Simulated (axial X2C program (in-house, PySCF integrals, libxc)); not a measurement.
# Worked dissociation energy of AlPt: CCSD(T), spin-free

Computed with an in-house all-electron X2C program for linear molecules (integrals from PySCF). Spin-free means the one-electron spin-free X2C Hamiltonian. Basis: Pt dyall-cv3z [13s14p9d6f4g], Al dyall-v3z [8s8p2d1f] (cores contracted in-house); Gaussian nuclei, density fitting, unrestricted open shells. Masses: Pt 194.965 u, Al 26.982 u.

Molecular state: M_S = 1/2, Λ = 0 (beyond evenly filled blocks: σα).

Correlated methods: 13 electrons correlated (number of frozen shells: Pt 5 s, 4 p, 2 d, 1 f; Al 2 s, 1 p), 261 virtual spin orbitals or spinors in MP2, 89 natural virtuals in coupled cluster.

| Quantity | Value |
| --- | --- |
| E(Pt) (2M_S = 2, M_L = 0) | -18410.677629 hartree |
| E(Al) (2M_S = 1, M_L = 0) | -242.370029 hartree |
| E(AlPt) at Re | -18653.193933 hartree |
| ωe | 422.3 cm⁻¹ |
| ωexe | 2.17 cm⁻¹ |

(1) Work out De and D0.

De is counted from the lowest determinant-based energies of the atoms at the same level, without counterpoise correction. Coupled cluster ran in a truncated set of natural virtual spinors; the MP2 energy of the rest was added. (T) has no such correction and the atoms are truncated less, which lowers De at CCSD(T) by a hundredth of an eV or more. The state is one determinant with fixed occupations, lowest in a PBE0 search at one distance only: followed along the bond, the 2c determinant Ω = 1/2 reaches 0.12 eV lower at PBE0, at Re = 2.197 Å, so the state shown is not the lowest. The determinant is spin-polarised beyond a pure state at some levels (its spin-free form has ⟨S²⟩ too high), which makes Re and μ there less reliable. With spin–orbit coupling the lowest determinant has another configuration, so this spin-free state is a model.

Each atomic determinant is the lowest at this level and need not be a pure term. Totals compare only within one Hamiltonian and basis.

Results:

(1) De = -18410.677629 + (-242.370029) − (-18653.193933) = 0.14628 hartree = 3.980 eV. The zero-point energy is ωe/2 − ωexe/4 = 211 cm⁻¹ = 0.026 eV, so D0 = 3.954 eV.
